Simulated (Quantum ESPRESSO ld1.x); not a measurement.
Species: Fe II. Configuration: [Ar] 3d6.5 4s0.5 (fractional occupations, a model configuration). Method: non-relativistic Kohn-Sham, LDA (Slater exchange, Perdew-Zunger correlation), spin-polarised, spherical densities, point nucleus; open shells are filled with parallel spins first; computed with ld1.x of Quantum ESPRESSO 7.5.

X-ray form factor f0, the Fourier transform of the density (f0(0) = 25):

| sin(theta)/lambda (1/angstrom) | f0 (electrons) |
|---|---|
| 0.05 | 24.583 |
| 0.1 | 23.461 |
| 0.15 | 21.915 |
| 0.2 | 20.196 |
| 0.25 | 18.458 |
| 0.3 | 16.788 |
| 0.4 | 13.819 |
| 0.5 | 11.467 |
| 0.6 | 9.727 |
| 0.8 | 7.626 |
| 1 | 6.512 |
| 1.25 | 5.542 |
| 1.5 | 4.661 |
| 2 | 3.139 |
